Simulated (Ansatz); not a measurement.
Consider the ligand exchange at a Ge–O bond: `C[O][GeH]([OH])[O]C` + H–F → `C[O][GeH]([F])[O]C` + H₂O.

Calculated with Ansatz (gas phase, PBE0-D4/def2-TZVP geometries, no zero-point term in ΔE). CCSD(T)/CBS is the MP2 limit (def2-TZVPP, def2-QZVPP) plus CCSD(T) − MP2 in def2-TZVPP, frozen cores. This one scheme is used for every species. Functionals use def2-TZVPP. For Ge outer-core shells are correlated without core-valence functions, which leaves a few kJ/mol of doubt a bond. Scalar relativity is left out up to krypton. Each species was taken in one conformer, which may not be the lowest.

```json
{"level": "r2SCAN-D4", "ΔE (kcal/mol)": "-8.1"}
{"level": "CCSD/def2-TZVPP", "ΔE (kcal/mol)": "-7.1"}
{"level": "HF/def2-QZVPP", "ΔE (kcal/mol)": "-10.1"}
{"level": "HF/CBS(def2)", "ΔE (kcal/mol)": "-10.2"}
```

Task: What does CCSD(T)/CBS give? (An estimate is asked.)

Result: Ansatz gave: -6.8 kcal/mol. The listed levels differ from it by -1.3, -0.3, -3.3, -3.4 kcal/mol.

Largest T1 diagnostic among the species: 0.012.

In def2-TZVPP, CCSD(T) changes the Hartree–Fock value by +3.0 kcal/mol (the triples alone add +0.4 kcal/mol) and MP2 by +3.5 kcal/mol. The D4 term adds +1.1 kcal/mol with B3LYP and +0.6 kcal/mol with PBE0; it sums over pairs of atoms, weighted by their polarisabilities, and B3LYP, whose exchange is more repulsive, gets the larger term.

B3LYP here is the variant with VWN-RPA as its local correlation; programs differ in this.
